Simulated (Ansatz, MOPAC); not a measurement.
Spectroscopic constants of BF-, multiplicity 2 (lowest of 2S+1 = 2, 4 at CCSD(T)/def2-TZVPP on PBE0 minima; our sources give no spin for the ground state, which may be another). The T1 diagnostic near the minimum is 0.049, so single-reference values are doubtful.

The constants come from a fifth-degree fit in 1/R (seven points, main isotopes). Runs in def2 and cc sets follow the lowest solution found near the PBE0 minimum.

Programs: Ansatz (an electronic-structure program); MOPAC for AM1, PM3, PM6, PM7 (differences of heats of formation). Values without a source in brackets are computed.

```tsv
level	r_e (Å)	ω_e (cm⁻¹)	α_e (cm⁻¹)	ω_e x_e (cm⁻¹)
AM1	1.305	1822	0.0098	19
PM3	1.369	1220	0.017	13
PM6	1.337	1167	0.014	9.2
PM7	1.364	1185	0.0097	6.5
SVWN5/def2-TZVPP	1.349	1071	0.022	13
PBE/def2-TZVPP	1.373	997	0.022	12
r2SCAN/def2-TZVPP	1.365	1024	0.022	12
B97M-V/def2-TZVPP	1.354	1060	0.022	13
B3LYP/def2-TZVPP	1.364	1022	0.022	13
PBE0/def2-TZVPP	1.358	1045	0.022	13
BHLYP/def2-TZVPP	1.350	1069	0.022	13
CAM-B3LYP/def2-TZVPP	1.359	1045	0.022	12
wB97X-V/def2-TZVPP	1.371	1026	0.021	12
wB97M-V/def2-TZVPP	1.364	1038	0.021	12
B2PLYP/def2-TZVPP	1.365	1025	0.022	13
CCSD/aug-cc-pVTZ	1.309	1134	0.027	17
CCSD/def2-TZVPP	1.367	1040	0.021	12
CCSD/def2-QZVPP	1.350	1042	0.022	13
CCSD(T)/aug-cc-pVTZ	1.316	1106	0.027	16
CCSD(T)/def2-TZVPP	1.371	1028	0.021	12
CCSD(T)/aug-cc-pVQZ	1.303	1141	0.028	22
CCSD(T)/def2-QZVPP	1.355	1027	0.023	13
CCSD(T)/CBS(def2-TZVPP, def2-QZVPP)	1.357	1028	0.023	13
```

Frozen-core correlation. CBS: X⁻³ extrapolation of the correlation energy, Hartree–Fock from the larger set. The state that AM1, PM3, PM6, PM7 reach isn't checked; PM7 holds dispersion and hydrogen-bond terms.
